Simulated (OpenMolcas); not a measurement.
**Multiconfigurational calculation on Sb IV**

Input:

```
&GATEWAY
Coord
1

Sb 0.0 0.0 0.0
Basis=ANO-RCC-VDZ
Group=XYZ
NoMove
AngMom=0.0 0.0 0.0
AMFI
&SEWARD
Relativistic=R04O02
&RASSCF
FileOrb=start.orb
Symmetry=1
Spin=3
nActEl=2 0 0
Inactive=14 9
Ras2=1 3
CIRoot=3 3 1
SDav=3
CIMx=300
Iter=120 100
PrWF=0.3
OrbListing=Nothing
MaxOrb=0
Atom
>>> COPY $Project.JobIph JOB001
&RASSCF
FileOrb=start.orb
Symmetry=1
Spin=1
nActEl=2 0 0
Inactive=14 9
Ras2=1 3
CIRoot=7 7 1
SDav=7
CIMx=300
Iter=120 100
PrWF=0.3
OrbListing=Nothing
MaxOrb=0
Atom
>>> COPY $Project.JobIph JOB002
&RASSCF
FileOrb=start.orb
Symmetry=2
Spin=3
nActEl=2 0 0
Inactive=14 9
Ras2=1 3
CIRoot=3 3 1
SDav=3
CIMx=300
Iter=120 100
PrWF=0.3
OrbListing=Nothing
MaxOrb=0
Atom
>>> COPY $Project.JobIph JOB003
&RASSCF
FileOrb=start.orb
Symmetry=2
Spin=1
nActEl=2 0 0
Inactive=14 9
Ras2=1 3
CIRoot=3 3 1
SDav=3
CIMx=300
Iter=120 100
PrWF=0.3
OrbListing=Nothing
MaxOrb=0
Atom
>>> COPY $Project.JobIph JOB004
&RASSI
NrOfJobIphs=4 3 7 3 3
1 2 3
1 2 3 4 5 6 7
1 2 3
1 2 3
IphNames
JOB001
JOB002
JOB003
JOB004
EJob
SpinOrbit
DIPRint=1.0
SOCoupling=1000.0
Subsets=2
MEES
Property=10
'ANGMOM' 1 'ANGMOM' 2 'ANGMOM' 3 'MLTPL  1' 1 'MLTPL  1' 2 'MLTPL  1' 3
'AMFI' 1 'AMFI' 2 'AMFI' 3 'MLTPL  2' 6
SOProperty=3
'ANGMOM' 1 'ANGMOM' 2 'ANGMOM' 3
```

Launched by
```bash
OMP_NUM_THREADS=1 MOLCAS_MEM=2252 MOLCAS_PROJECT=a pymolcas a.inp > a.log  # once for each step of the input, in one work folder
```

A driver script runs the steps one by one and writes start.orb anew before each from the orbitals found so far.

Output, cut to the results:

```
--- SEWARD ---
Basis set label: SB.ANO-RCC...6S5P2D.

      Electronic valence basis set:
      ------------------
      Associated Effective Charge  51.000000 au
      Associated Actual Charge     51.000000 au
      Nuclear Model: Point charge

      Shell  nPrim  nBasis  Cartesian Spherical Contaminant
         s      22       6        X
         p      19       5        X
         d      13       2                 X
Relativistic=R04O02
                  Relativistic Douglas-Kroll-Hess integrals:
                    - DKH order of Hamiltonian: 4
                    - DKH order of Properties : 2
--- RASSCF ---
Wave function specifications:
      -----------------------------

      Number of closed shell electrons          46
      Number of electrons in active shells       2
      Max number of holes in RAS1 space          0
      Max nr of electrons in RAS3 space          0
      Number of inactive orbitals               23
      Number of active orbitals                  4
      Number of secondary orbitals               4
      Spin quantum number                      1.0
      State symmetry                             1
Orbital specifications:
      -----------------------

      Symmetry species                           1   2
                                                ag  au
      Frozen orbitals                            0   0
      Inactive orbitals                         14   9
      Active orbitals                            1   3
      RAS1 orbitals                              0   0
      RAS2 orbitals                              1   3
      RAS3 orbitals                              0   0
      Secondary orbitals                         1   3
      Deleted orbitals                           0   0
      Number of basis functions                 16  15
      Number of CSFs                             3
      Number of root(s) required                 3
      Iter CI   SX   CI       RASSCF       Energy    max ROT     max BLB   max BLB  Level Ln srch  Step   QN
          iter iter root      energy       change     param      element    value   shift minimum  type update
 Nr of preliminary CI iterations:   1
 ###############################################################################
 ###############################################################################
 ###                                                                         ###
 ###                                                                         ###
 ###    WARNING: Problems in orbital optimization.                           ###
 ###                                                                         ###
 ###                                                                         ###
 ###############################################################################
 ###############################################################################
  Warning: In symmetry  1, orbital p=  15 has diagonal density matrix element D(p,p) close to zero. D(p,p)=  0.000000E+00
      Total energies have been shifted. Add                -6000.00 au
        ...
 ###############################################################################
 ###############################################################################
  Warning: In symmetry  1, orbital p=  15 has diagonal density matrix element D(p,p) close to zero. D(p,p)=  0.000000E+00
        4   1    1    0  -475.58477295   -1.82E-12   0.00E+00    9  13 2 -3.81E-08   0.50   0.00    SX    NO
      Convergence after  4 iterations
        5   1    1    0  -475.58477295   -9.09E-13   0.00E+00    9  13 2 -3.81E-08   0.50   0.00    SX    NO
      Natural orbitals and occupation numbers for root  1
      sym 1:   0.000000
      sym 2:  -0.000000   1.000000   1.000000
      Natural orbitals and occupation numbers for root  2
      sym 1:   0.000000
      sym 2:   1.000000   1.000000   0.000000
      Natural orbitals and occupation numbers for root  3
      sym 1:   0.000000
      sym 2:   1.000000   0.000000   1.000000
::    RASSCF root number  1 Total energy:  -6475.58477295
::    RASSCF root number  2 Total energy:  -6475.58477295
::    RASSCF root number  3 Total energy:  -6475.58477295
--- RASSCF ---
Wave function specifications:
      -----------------------------

      Number of closed shell electrons          46
      Number of electrons in active shells       2
      Max number of holes in RAS1 space          0
      Max nr of electrons in RAS3 space          0
...
--- RASSI ---
SPIN-FREE ENERGIES:
  (Shifted by EMIN (a.u.) =      -6476.2987274072)

 SF State       Relative EMIN(au)   Rel lowest level(eV)    D:o, cm**(-1)      L_eff

     4             0.0000000000        0.0000000000              0.0000         0.0
    11             0.2980193108        8.1095185753          65407.6784         1.0
    12             0.2980193108        8.1095185753          65407.6784         1.0
    13             0.2980193108        8.1095185753          65407.6784         1.0
    14             0.4701840187       12.7943589394         103193.4642         1.0
    15             0.4701840187       12.7943589394         103193.4642         1.0
    16             0.4701840187       12.7943589394         103193.4642         1.0
     2             0.7139544545       19.4276904246         156694.8907         1.0
     3             0.7139544545       19.4276904246         156694.8907         1.0
     1             0.7139544545       19.4276904246         156694.8907         1.0
     8             0.7617873825       20.7292907029         167193.0050         2.0
     9             0.7617873825       20.7292907029         167193.0050         2.0
     5             0.7617873825       20.7292907029         167193.0050         2.0
     6             0.7617873825       20.7292907029         167193.0050         2.0
     7             0.7617873825       20.7292907029         167193.0050         2.0
    10             0.8607121407       23.4211705070         188904.4798         0.0
     Dipole printing threshold changed to   1.00000000E+00

++ Dipole transition strengths (spin-free states):
   -----------------------------------------------
     for osc. strength at least  1.00000000E+00

  ( Max oscillator strength is only   0.77801204136185520      )
--
Eigenvalues of complex Hamiltonian:
   -----------------------------------
  (Shifted by EMIN (a.u.) =      -6476.2987274072)

...
```

Levels above the lowest, from the spin-orbit matrix, grouped by J:

```json
{"Configuration": "5s²", "Term": "¹S", "J": "0", "E (cm⁻¹)": "0.0", "Measured (cm⁻¹)": "0.0", "Term weight %": "100"}
{"Configuration": "5s 5p", "Term": "³P°", "J": "0", "E (cm⁻¹)": "60519", "Measured (cm⁻¹)": "", "Term weight %": "100"}
{"Configuration": "5s 5p", "Term": "³P°", "J": "1", "E (cm⁻¹)": "62713", "Measured (cm⁻¹)": "66700", "Term weight %": "99"}
{"Configuration": "5s 5p", "Term": "³P°", "J": "2", "E (cm⁻¹)": "67866", "Measured (cm⁻¹)": "72560", "Term weight %": "100"}
{"Configuration": "5s 5p", "Term": "¹P°", "J": "1", "E (cm⁻¹)": "103459", "Measured (cm⁻¹)": "95952", "Term weight %": "99"}
{"Configuration": "5p²", "Term": "³P", "J": "0", "E (cm⁻¹)": "150806", "Measured (cm⁻¹)": "152076", "Term weight %": "97"}
{"Configuration": "5p²", "Term": "³P", "J": "1", "E (cm⁻¹)": "154322", "Measured (cm⁻¹)": "156388", "Term weight %": "100"}
{"Configuration": "5p²", "Term": "³P", "J": "2", "E (cm⁻¹)": "157882", "Measured (cm⁻¹)": "163524", "Term weight %": "89"}
{"Configuration": "5p²", "Term": "¹D", "J": "2", "E (cm⁻¹)": "168408", "Measured (cm⁻¹)": "155956", "Term weight %": "89"}
{"Configuration": "5p²", "Term": "¹S", "J": "0", "E (cm⁻¹)": "190056", "Measured (cm⁻¹)": "", "Term weight %": "97"}
```

Against the 7 measured excited levels shown (Moore, Atomic Energy Levels, vol. III, NSRDS-NBS 35 (1971 reprint of NBS Circular 467, 1958)) the mean absolute deviation is 5400 cm-1; the largest miss in energy is 5p² ¹D₂: computed 168408, measured 155956 cm⁻¹ (+8.0 %). Levels of one J stand in another order than measured, so their pairing by name is doubtful.

Some levels mix across a computed gap that differs much from the measured one, so their mixing is not that of the real levels. The ¹D term of p² mixes with s d, which this space lacks. The basis is small and was not contracted for so high a charge. Measured partners are found by configuration, term and J. A level has none where our copy of the source lacks it or the pairing is in doubt (some pairs that miss far off the trend of their configuration count as doubtful), and it then counts in no deviation. Only configurations of the active space appear.

The RASSCF and RASSI steps took 9.2 s on 1 thread of Arm Neoverse V2, with other jobs on the host; the integral step is not counted.

The term weight is that of the spin-free term in the level, not the purity of its configuration. ° marks odd parity.
